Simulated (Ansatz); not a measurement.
```yaml
crystal:
  periodic: [false, false, false]
  atoms:
    - {symbol: C, position_ang: [-3.743745, 1.340340, 0.377737]}
    - {symbol: C, position_ang: [-3.298994, 0.305041, -0.657002]}
    - {symbol: C, position_ang: [-1.777430, 0.069962, -0.750084]}
    - {symbol: C, position_ang: [-1.455408, -0.857385, -1.928582]}
    - {symbol: C, position_ang: [-1.208372, -0.463658, 0.578742]}
    - {symbol: C, position_ang: [0.300635, -0.775713, 0.631528]}
    - {symbol: C, position_ang: [0.658572, -1.363836, 2.002489]}
    - {symbol: C, position_ang: [1.147326, 0.465516, 0.294844]}
    - {symbol: C, position_ang: [2.678174, 0.290561, 0.294440]}
    - {symbol: C, position_ang: [3.140910, -0.790916, -0.690136]}
    - {symbol: C, position_ang: [3.362820, 1.629924, -0.006242]}
    - {symbol: H, position_ang: [-4.836765, 1.518605, 0.321849]}
    - {symbol: H, position_ang: [-3.238843, 2.315967, 0.213475]}
    - {symbol: H, position_ang: [-3.518376, 1.022563, 1.415847]}
    - {symbol: H, position_ang: [-3.662045, 0.618453, -1.660566]}
    - {symbol: H, position_ang: [-3.797738, -0.669839, -0.450678]}
    - {symbol: H, position_ang: [-1.310832, 1.061352, -0.956941]}
    - {symbol: H, position_ang: [-1.856129, -1.878645, -1.750487]}
    - {symbol: H, position_ang: [-1.909648, -0.481305, -2.868339]}
    - {symbol: H, position_ang: [-0.365047, -0.953748, -2.103715]}
    - {symbol: H, position_ang: [-1.434723, 0.263169, 1.390326]}
    - {symbol: H, position_ang: [-1.766344, -1.391788, 0.843434]}
    - {symbol: H, position_ang: [0.510818, -1.557178, -0.132665]}
    - {symbol: H, position_ang: [0.520237, -0.608704, 2.806168]}
    - {symbol: H, position_ang: [0.009595, -2.230117, 2.246002]}
    - {symbol: H, position_ang: [1.709096, -1.713947, 2.052163]}
    - {symbol: H, position_ang: [0.881043, 1.274671, 1.013816]}
    - {symbol: H, position_ang: [0.851858, 0.849605, -0.707381]}
    - {symbol: H, position_ang: [2.992542, -0.021006, 1.316447]}
    - {symbol: H, position_ang: [4.247124, -0.874338, -0.703582]}
    - {symbol: H, position_ang: [2.812466, -0.549726, -1.724479]}
    - {symbol: H, position_ang: [2.736589, -1.792073, -0.438379]}
    - {symbol: H, position_ang: [3.097242, 1.990728, -1.023367]}
    - {symbol: H, position_ang: [3.055473, 2.414990, 0.715106]}
    - {symbol: H, position_ang: [4.467940, 1.542475, 0.038208]}
basis:
  gaussian: {orbitals: def2-TZVP}
magnetization: {spin_polarized: true, initial_magnetization: 2}
hamiltonian: {xc: pbe0, dispersion: d4}
scf: {omitted_lower_state_checks: [starts]}
output: {orbitals: {seedname: orbitals}}
```

```sh
$ ansatz run in.yaml --threads 4 --pin off --events-out ev --progress --plain --max-ram 6963MiB
```

Question: Does this run fit into the memory that it is given?

Answer: No. It has 485 basis functions, and Ansatz plans for 6.95 GiB where 6.79 GiB are given.
